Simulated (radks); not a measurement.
Question: Calculated with a radial shooting solver on a logarithmic mesh with Libxc functionals: scalar-relativistic Kohn-Sham, r2SCAN, spin-polarised, spherical densities, finite nucleus; open shells are filled with parallel spins first (spin-orbit coupling, left out, can overturn this in heavy ions); meta-GGA in the generalised Kohn-Sham scheme; Fermi nuclear charge, rms radius of each element as measured or else 0.836 A^(1/3) + 0.57 fm. Each species is in its NIST ground configuration. Rank Xe+, Mo+, Rb+, Sb+, Nb+, Rh+, Ag+, In+, Zr+, Pd+, Sr+, Tc+, Cd+, Sn+, I+, Te+, Ru+ by mean radius of the outermost orbital (bohr), largest first.

Answer: Sr+ 3.91, Zr+ 3.36, Tc+ 2.93, Sn+ 2.87, Sb+ 2.64, Cd+ 2.63, In+ 2.48, Te+ 2.45, I+ 2.33, Xe+ 2.19, Nb+ 2.01, Mo+ 1.85, Rb+ 1.71, Ru+ 1.67, Rh+ 1.55, Pd+ 1.46, Ag+ 1.38.
